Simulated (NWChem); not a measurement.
# MgSiNH5; SMILES [NH2][Mg][SiH3]

```xyz
8

Mg     0.0001    -0.7176     0.0009
N      0.0001    -2.6109    -0.0006
H      0.8149    -3.2186    -0.0002
H     -0.8147    -3.2188    -0.0004
Si     0.0002     1.8571     0.0000
H     -1.3348     2.4377    -0.3743
H      0.9871     2.4413    -0.9714
H      0.3428     2.4465     1.3393
```
Atoms are numbered in this order, from 1.

Computed with NWChem. All runs use the structure optimised with PBE0/def2-SVP. Ions are spin-unrestricted doublets at the neutral geometry; other ion states weren't tried. Functional: LC-ωPBE (HJS hole) with def2-SVP; rows give the range parameter ω in 1/bohr.

For range parameter (1/bohr) 0.30:

```yaml
vertical ionisation energy, ΔSCF (eV): 9.26
"−ε(HOMO) (eV)": 8.46
```

Task: How do the values read with range parameter (1/bohr) 0.05 instead?

Result: The vertical ionisation energy, ΔSCF (eV) comes out as 8.25. The −ε(HOMO) (eV) comes out as 5.60.
